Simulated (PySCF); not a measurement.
PySCF input (BP86/def2-TZVPD):

```python
from pyscf import gto, scf, dft

mol = gto.M(
    atom='''
    B    -0.00000000   -0.00000000   -1.33023868
    Cl    0.00000000    0.00000000    0.39124667
    ''',
    basis='def2-tzvpd',
    charge=0,
    spin=0,
    verbose=4,
)

mf = dft.RKS(mol, xc='bp86').density_fit(auxbasis='def2-universal-jkfit')
mf.grids.level = 3
mf.conv_tol = 1e-9
mf.max_cycle = 100
mf.max_memory = 1500
mf.kernel()
if not mf.converged:
    mf = mf.newton()
    mf.kernel(mf.make_rdm1())
mf.analyze()
```

Output:

```
PySCF version 2.14.0

[INPUT] verbose = 4
[INPUT] num. atoms = 2
[INPUT] num. electrons = 22
[INPUT] charge = 0
[INPUT] spin (= nelec alpha-beta = 2S) = 0
[INPUT] symmetry False subgroup None
[INPUT] Mole.unit = angstrom
[INPUT] Symbol           X                Y                Z      unit          X                Y                Z       unit  Magmom
[INPUT]  1 B      0.000000000000   0.000000000000  -1.330238680000 AA    0.000000000000   0.000000000000  -2.513786785503 Bohr   0.0
[INPUT]  2 Cl     0.000000000000   0.000000000000   0.391246670000 AA    0.000000000000   0.000000000000   0.739349053448 Bohr   0.0

nuclear repulsion = 26.1286353254183
number of shells = 29
number of NR pGTOs = 124
number of NR cGTOs = 83
basis = def2-tzvpd
ecp = {}

******** <class 'pyscf.df.df_jk.DFRKS'> ********
method = DFRKS
initial guess = minao
damping factor = 0
level_shift factor = 0
DIIS = <class 'pyscf.scf.diis.CDIIS'>
diis_start_cycle = 1
diis_space = 8
diis_damp = 0
SCF conv_tol = 1e-09
SCF conv_tol_grad = None
SCF max_cycles = 100
direct_scf = False
XC library pyscf.dft.libxc version 7.1.2
    S. Lehtola, C. Steigemann, M. J. T. Oliveira, and M. A. L. Marques,  SoftwareX 7, 1–5 (2018)
XC functionals = bp86
    A. D. Becke,  Phys. Rev. A 38, 3098 (1988)
    J. P. Perdew,  Phys. Rev. B 33, 8822 (1986)
    J. P. Perdew,  Phys. Rev. B 34, 7406–7406 (1986)
radial grids:
    Treutler-Ahlrichs [JCP 102, 346 (1995); DOI:10.1063/1.469408] (M4) radial grids

becke partition: Becke, JCP 88, 2547 (1988); DOI:10.1063/1.454033
pruning grids: <function nwchem_prune>
grids dens level: 3
symmetrized grids: False
atomic radii adjust function: <function treutler_atomic_radii_adjust>
small_rho_cutoff = 0
Set gradient conv threshold to 3.16228e-05
Initial guess from minao.
tot grids = 32928
init E= -485.132837097614
  HOMO = -0.244536535442567  LUMO = -0.107191936042764  gap/eV = 3.73734
cycle= 1 E= -485.037399305853  delta_E= 0.0954  |g|= 0.139  |ddm|= 1.09
  HOMO = -0.232012657498078  LUMO = -0.110976183746571  gap/eV = 3.29357
cycle= 2 E= -485.035687060878  delta_E= 0.00171  |g|= 0.158  |ddm|= 0.27
  HOMO = -0.22833089330274  LUMO = -0.10840091108836  gap/eV = 3.26346
cycle= 3 E= -485.040659599964  delta_E= -0.00497  |g|= 0.0703  |ddm|= 0.175
  HOMO = -0.236643161911097  LUMO = -0.113371725347499  gap/eV = 3.35439
cycle= 4 E= -485.042076944775  delta_E= -0.00142  |g|= 0.0191  |ddm|= 0.0699
  HOMO = -0.23495071715071  LUMO = -0.111555962167185  gap/eV = 3.35774
cycle= 5 E= -485.04219142609  delta_E= -0.000114  |g|= 0.00117  |ddm|= 0.0133
  HOMO = -0.234808543089116  LUMO = -0.111541507537061  gap/eV = 3.35427
cycle= 6 E= -485.04219185614  delta_E= -4.3e-07  |g|= 0.00022  |ddm|= 0.00194
  HOMO = -0.234868635153045  LUMO = -0.111574775375347  gap/eV = 3.35500
cycle= 7 E= -485.042191877022  delta_E= -2.09e-08  |g|= 3.75e-05  |ddm|= 0.000461
  HOMO = -0.234859642072635  LUMO = -0.111568423428536  gap/eV = 3.35492
cycle= 8 E= -485.042191877614  delta_E= -5.93e-10  |g|= 2.05e-06  |ddm|= 5.22e-05
  HOMO = -0.234860667458435  LUMO = -0.111569521178725  gap/eV = 3.35492
Extra cycle  E= -485.042191877614  delta_E= -1.14e-13  |g|= 1.64e-06  |ddm|= 5.02e-06
converged SCF energy = -485.042191877614
**** SCF Summaries ****
Total Energy =                        -485.042191877614471
Nuclear Repulsion Energy =              26.128635325418252
One-electron Energy =                 -719.370007282519396
Two-electron Energy =                  208.199180079486666
Two-electron Coulomb Energy =          240.436386440949434
DFT Exchange-Correlation Energy =      -32.237206361462775
HOMO-LUMO gap [eV] =                     3.354922974265464
**** MO energy ****
MO #1   energy= -100.769309538331  occ= 2
MO #2   energy= -9.23616001055128  occ= 2
MO #3   energy= -7.05376572723414  occ= 2
MO #4   energy= -7.05122827925655  occ= 2
MO #5   energy= -7.05122827925648  occ= 2
MO #6   energy= -6.62569425137638  occ= 2
MO #7   energy= -0.819610578288856 occ= 2
MO #8   energy= -0.471162560513186 occ= 2
MO #9   energy= -0.359445248458774 occ= 2
MO #10  energy= -0.359445248458764 occ= 2
MO #11  energy= -0.234860667458435 occ= 2
MO #12  energy= -0.111569521178725 occ= 0
MO #13  energy= -0.111569521178703 occ= 0
MO #14  energy= -0.00151737759169583 occ= 0
MO #15  energy= 0.0162738643029529 occ= 0
MO #16  energy= 0.0353781963669895 occ= 0
MO #17  energy= 0.035378196367003  occ= 0
MO #18  energy= 0.071139028668101  occ= 0
MO #19  energy= 0.0802799668062256 occ= 0
MO #20  energy= 0.0939672893767368 occ= 0
MO #21  energy= 0.0939673715566424 occ= 0
MO #22  energy= 0.137382411703484  occ= 0
MO #23  energy= 0.137382411703516  occ= 0
MO #24  energy= 0.170678515396875  occ= 0
MO #25  energy= 0.193821250531155  occ= 0
MO #26  energy= 0.193821491487825  occ= 0
MO #27  energy= 0.199245497742772  occ= 0
MO #28  energy= 0.199245497742809  occ= 0
MO #29  energy= 0.208910248497661  occ= 0
MO #30  energy= 0.210552627907226  occ= 0
MO #31  energy= 0.210552627907241  occ= 0
MO #32  energy= 0.228187359075213  occ= 0
MO #33  energy= 0.355514691505448  occ= 0
MO #34  energy= 0.452817306687225  occ= 0
MO #35  energy= 0.452817340057603  occ= 0
MO #36  energy= 0.452854161903204  occ= 0
MO #37  energy= 0.452854161903229  occ= 0
MO #38  energy= 0.503755823277576  occ= 0
MO #39  energy= 0.554841850887333  occ= 0
MO #40  energy= 0.554842095661749  occ= 0
MO #41  energy= 0.559392520449762  occ= 0
MO #42  energy= 0.559392520449785  occ= 0
MO #43  energy= 0.643903442575102  occ= 0
MO #44  energy= 0.672057063406902  occ= 0
MO #45  energy= 0.672057063406922  occ= 0
MO #46  energy= 0.766564839855661  occ= 0
MO #47  energy= 0.865689499319288  occ= 0
MO #48  energy= 0.911701169018779  occ= 0
MO #49  energy= 0.911701169018784  occ= 0
MO #50  energy= 1.01875504759535   occ= 0
MO #51  energy= 1.2307526888618    occ= 0
MO #52  energy= 1.53723662648094   occ= 0
MO #53  energy= 1.53723712481664   occ= 0
MO #54  energy= 1.61719086415246   occ= 0
MO #55  energy= 1.61719086415247   occ= 0
MO #56  energy= 1.64249772991413   occ= 0
MO #57  energy= 1.64249772991417   occ= 0
MO #58  energy= 1.78379837130763   occ= 0
MO #59  energy= 1.78843113550315   occ= 0
MO #60  energy= 1.78843664945174   occ= 0
MO #61  energy= 1.81565759699356   occ= 0
MO #62  energy= 1.81565759699357   occ= 0
MO #63  energy= 1.81583839245279   occ= 0
MO #64  energy= 1.81584053331155   occ= 0
MO #65  energy= 1.92647723182841   occ= 0
MO #66  energy= 1.96459085762187   occ= 0
MO #67  energy= 1.9645908576219    occ= 0
MO #68  energy= 1.98826870124949   occ= 0
MO #69  energy= 1.98826870124951   occ= 0
MO #70  energy= 2.22077579092851   occ= 0
MO #71  energy= 2.22077634100439   occ= 0
MO #72  energy= 2.23739011031948   occ= 0
MO #73  energy= 2.23739011031948   occ= 0
MO #74  energy= 2.32362799236256   occ= 0
MO #75  energy= 2.55468830947941   occ= 0
MO #76  energy= 2.84012781655756   occ= 0
MO #77  energy= 2.8401278165576    occ= 0
MO #78  energy= 3.26513834580083   occ= 0
MO #79  energy= 10.5953557753308   occ= 0
MO #80  energy= 10.5953557753309   occ= 0
MO #81  energy= 10.9476517026989   occ= 0
MO #82  energy= 13.4826562126148   occ= 0
MO #83  energy= 25.0360397732763   occ= 0
 ** Mulliken pop on meta-lowdin orthogonal AOs  **
 ** Mulliken pop  **
pop of  0 B 1s            1.99980
pop of  0 B 2s            1.78127
pop of  0 B 3s            0.02257
pop of  0 B 4s            0.00042
pop of  0 B 5s            0.00022
pop of  0 B 6s            0.00022
pop of  0 B 2px           0.21371
pop of  0 B 2py           0.21371
pop of  0 B 2pz           0.83333
pop of  0 B 3px           0.00227
pop of  0 B 3py           0.00227
pop of  0 B 3pz           0.00868
pop of  0 B 4px           0.00011
pop of  0 B 4py           0.00011
pop of  0 B 4pz           0.00135
pop of  0 B 3dxy          0.00000
pop of  0 B 3dyz          0.00304
pop of  0 B 3dz^2         0.00806
pop of  0 B 3dxz          0.00304
pop of  0 B 3dx2-y2       0.00000
pop of  0 B 4dxy          0.00000
pop of  0 B 4dyz          0.00004
pop of  0 B 4dz^2         0.00023
pop of  0 B 4dxz          0.00004
pop of  0 B 4dx2-y2       0.00000
pop of  0 B 5dxy          0.00000
pop of  0 B 5dyz          0.00027
pop of  0 B 5dz^2         0.00034
pop of  0 B 5dxz          0.00027
pop of  0 B 5dx2-y2       0.00000
pop of  0 B 4f-3          0.00000
pop of  0 B 4f-2          0.00000
pop of  0 B 4f-1          0.00028
pop of  0 B 4f+0          0.00107
pop of  0 B 4f+1          0.00028
pop of  0 B 4f+2          0.00000
pop of  0 B 4f+3          0.00000
pop of  1 Cl 1s           1.99999
pop of  1 Cl 2s           1.99963
pop of  1 Cl 3s           1.80141
pop of  1 Cl 4s           0.00773
pop of  1 Cl 5s           0.00305
pop of  1 Cl 6s           0.00117
pop of  1 Cl 2px          1.99989
pop of  1 Cl 2py          1.99989
pop of  1 Cl 2pz          1.99987
pop of  1 Cl 3px          1.77555
pop of  1 Cl 3py          1.77555
pop of  1 Cl 3pz          1.50845
pop of  1 Cl 4px          0.00126
pop of  1 Cl 4py          0.00126
pop of  1 Cl 4pz          0.00516
pop of  1 Cl 5px          0.00018
pop of  1 Cl 5py          0.00018
pop of  1 Cl 5pz          0.00096
pop of  1 Cl 6px          0.00015
pop of  1 Cl 6py          0.00015
pop of  1 Cl 6pz          0.00028
pop of  1 Cl 7px          0.00001
pop of  1 Cl 7py          0.00001
pop of  1 Cl 7pz          0.00015
pop of  1 Cl 3dxy         0.00000
pop of  1 Cl 3dyz         0.00283
pop of  1 Cl 3dz^2        0.01239
pop of  1 Cl 3dxz         0.00283
pop of  1 Cl 3dx2-y2      0.00000
pop of  1 Cl 4dxy         0.00000
pop of  1 Cl 4dyz         0.00000
pop of  1 Cl 4dz^2        0.00065
pop of  1 Cl 4dxz         0.00000
pop of  1 Cl 4dx2-y2      0.00000
pop of  1 Cl 5dxy         0.00000
pop of  1 Cl 5dyz         0.00012
pop of  1 Cl 5dz^2        0.00021
pop of  1 Cl 5dxz         0.00012
pop of  1 Cl 5dx2-y2      0.00000
pop of  1 Cl 4f-3         0.00000
pop of  1 Cl 4f-2         0.00000
pop of  1 Cl 4f-1         0.00028
pop of  1 Cl 4f+0         0.00135
pop of  1 Cl 4f+1         0.00028
pop of  1 Cl 4f+2         0.00000
pop of  1 Cl 4f+3         0.00000
 ** Mulliken atomic charges  **
charge of    0B =     -0.09700
charge of    1Cl =      0.09700
Dipole moment(X, Y, Z, Debye): -0.00000,  0.00000,  1.66229
```
